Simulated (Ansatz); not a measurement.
Cartesian coordinates (Å):
```xyz
18

F     -3.5332    -2.1836    -0.8735
C     -2.5163    -1.3744    -0.5967
C     -2.5688    -0.0198    -0.4150
C     -1.2639     0.5211    -0.1297
C     -0.8883     1.8609     0.1186
C      0.4498     2.1673     0.3764
C      1.4344     1.1562     0.3925
C      1.1128    -0.1950     0.1512
Si     2.4434    -1.5318     0.1771
C     -0.2455    -0.4827    -0.1071
S     -0.9109    -2.0807    -0.4382
H     -3.4971     0.5611    -0.4825
H     -1.6535     2.6519     0.1069
H      0.7429     3.2102     0.5698
H      2.4806     1.4308     0.5989
H      2.1327    -2.5687     1.2240
H      3.7668    -0.8878     0.4799
H      2.5141    -2.2351    -1.1525
```
Charge 0, multiplicity 1.

These are frozen-core CCSD(T)/cc-pVDZ // PBE-D3(BJ)/def2-SVP run with Ansatz (a first-principles code) values and carry that method's errors. The restricted HF reference is unstable towards unrestricted orbitals.

HF energy: -1092.92402 Ha
MP2 correlation energy: -1.45931 Ha

Q: Estimate the CCSD correlation energy, the (T) correction, the total energy and the T1 diagnostic.

A: 
```
Quantity                         Result
-----------------------  --------------
CCSD correlation energy     -1.51653 Ha
(T) correction              -0.06679 Ha
CCSD(T) total energy     -1094.50733 Ha
T1 diagnostic                     0.013
```
